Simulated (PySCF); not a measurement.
All values: UKS B3LYP (pcH-1 on C H N O) in PySCF, non-relativistic with spin–orbit coupling as a perturbation, on GFN2-xTB geometries; isolated species, one conformer each; SCF stability not tested. Couplings are averaged over nuclei equivalent by connectivity (but not across a short bond from an atom whose three angles sum to over 350°); widths count isotopes of over 50 % abundance and splittings of 0.05 mT or more. Couplings are sensitive to structure, and on GFN2-xTB geometries they can be far from those on DFT ones.

(1) Order by largest Mulliken spin population on one atom, per unpaired electron, smallest first.
A. `[CH]1CCC=NCO1` [radical]
B. `[CH]1CC=NCOC1` [radical]
C. `C1[C]=NCOCC1` [radical]
D. `[CH]1N=CCCCO1` [radical]

(2) Order by total first-order width of the isotropic spectrum (main isotopes), largest first.
A. `[CH]1CCC=NCO1` [radical]
B. `[CH]1CC=NCOC1` [radical]
C. `CC1=[C][C@@H](C)C1` [radical]
D. `C1[C]=NCOCC1` [radical]
E. `CC#C[C](C)C` [radical]

## Answers

(1) D (0.66), C (0.73), A (0.89), B (1.01).

(2) E (15.1 mT), B (11.4 mT), D (8.8 mT), A (5.0 mT), C (2.0 mT).

```csv
species,largest spin population on,population,g_iso,⟨S²⟩
[CH]1CC=NCOC1,carbon bonded to 2 C and H,1.01,2.0025,0.754
[C]1=NCOCCC1,carbon bonded to C and N,0.73,2.0015,0.754
CC#C[C](C)C,carbon bonded to 3 C,0.72,2.0027,0.767
[CH]1N=CCCCO1,"carbon bonded to C, N and H",0.66,2.0027,0.766
[CH]1CCC=NCO1,"carbon bonded to C, O and H",0.89,2.0031,0.753
CC1=[C][C@@H](C)C1,carbon bonded to 2 C,0.91,2.0022,0.757
```

Means can hide wide spreads in the frozen geometry: CC#C[C](C)C, 3 × 1H from 2 to 74 MHz (mean 50); CC#C[C](C)C, 3 × 1H from 2 to 74 MHz (mean 50); [CH]1CCC=NCO1, 2 × 1H from 1 to 71 MHz (mean 36); CC#C[C](C)C, 3 × 1H from 14 to 75 MHz (mean 42); [CH]1CC=NCOC1, 2 × 1H from 59 to 118 MHz (mean 88). The drawing needn't show where the spin sits: the atom drawn as the radical centre holds a spin population of 0.45 in [CH]1N=CCCCO1.
